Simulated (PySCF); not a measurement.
BH₃OSe₂. Atoms are numbered in the order given.

```xyz
7

B      0.6785     0.0017     0.0000
O      2.0264     0.0852     0.0000
H      2.4879    -0.7586     0.0000
Se    -0.3553    -1.6653     0.0000
H      0.8087    -2.5689     0.0000
Se    -0.2707     1.7100     0.0000
H     -1.6150     1.1159     0.0000
```
Charge 0, spin multiplicity 1.

Geometry: PBE0-D3(BJ)/def2-SVP. The structure was generated by enumeration, and PubChem lists no compound with its InChIKey, so it may never have been made. Other conformers were not sampled.

Level of theory: CAM-B3LYP/def2-TZVP run with PySCF.

The total energy is -4905.33037 hartree and the point group is Cs. The highest occupied level is -8.23 eV. The lowest empty level comes out as 0.46 eV, the orbital gap is 8.68 eV and the dipole moment is 2.10 D. The quadrupole, principal values (traceless, Buckingham form, about the centre of nuclear charge) is -6.62, -5.99, 12.60 D·Å. The mean static polarisability is 69.4 bohr³ (10.28 Å³) and the polarisability, principal values comes out as 51.4, 67.0, 89.8 bohr³.
